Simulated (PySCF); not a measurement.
**Stationary points of Ag₂S**

Computed with PBE0/[S def2-TZVP, Ag def2-TZVP with ECP28], scalar-relativistic core potentials, density fitting, no spin–orbit coupling, PySCF.

Relaxations began from a few typed shapes. The search is not exhaustive: other isomers or separated fragments can lie lower, and high-lying points may rest on an excited occupation.

Problem. Order these stationary points by electronic energy, lowest first, in kJ/mol from the lowest minimum.
A. singlet C2v: Ag–Ag 3.032 Å, S–Ag 2.301 Å (×2); Ag–Ag–S 48.8° (×2), Ag–S–Ag 82.4°
B. singlet D∞h: S–Ag 2.268 Å (×2); Ag–S–Ag 180.0°

Solution. A (0.0), B (84.3).

Problem. Which of them are minima?

Solution. By energy in kJ/mol, 0.0: minimum; 84.3: saddle point, 2 imaginary modes.
